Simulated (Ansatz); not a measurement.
Ansatz (a first-principles code) input (RI-MP2/aug-cc-pV(T+d)Z):
A basis named .json is the Basis Set Exchange file of that set.

Ansatz 0.2 input:
```yaml
crystal:
  periodic: [false, false, false]
  atoms:
    - {symbol: Cl, position_ang: [-1.40250737, -0.20014729, 0.02098688]}
    - {symbol: C, position_ang: [-0.03054783, 0.84410807, 0.00883340]}
    - {symbol: Cl, position_ang: [1.41328896, -0.09777321, -0.02410455]}
basis:
  gaussian:
    orbitals: aug-cc-pV_T+d_Z.json
    fitting: {mean_field: def2-universal-jkfit, correlation: aug-cc-pVTZ-RIFIT.json}
total_charge: 1
magnetization: {spin_polarized: true, initial_magnetization: 1}
correlation: {method: mp2, electrons: outside_noble_gas}
```

End of the output:

```
integrals: 0.08 GiB planned
331 factors; integrals over basis functions are off by at most 1.4e0 eV
400 factors; integrals over basis functions are off by at most 7.7e-1 eV
mean field: 0.35 GiB planned
mean field evaluation 1: about -26024.6998 eV, gradient 1.6e1 eV
mean field evaluation 2: about -26025.7385 eV, gradient 1.3e1 eV
mean field evaluation 4: about -26026.7686 eV, gradient 1.6e0 eV
mean field evaluation 8: about -26026.8407 eV, gradient 7.0e-3 eV
mean field evaluation 16: about -26023.5276 eV, gradient 1.4e0 eV
mean field evaluation 32: about -26026.8407 eV, gradient 4.0e-6 eV
mean field -26026.84070571 eV, -956.4687543085 hartree, gradient 4.0e-6 eV, S^2 0.778243; 3 other end points of the search recorded, 0 dependent functions left out
11 core orbitals not correlated
reference -26026.84070571 eV, -956.4687543085 hartree; 9, 8 occupied and 136, 137 virtual orbitals, 400 factors
second order -13.58760543 eV of doubles, -0.00000000 eV of singles
Total energy: -26040.42831114 eV, -956.9680895980 hartree
```

This state (charge 1, doublet) is run at the relaxed geometry of the species with charge 0 and multiplicity 1.
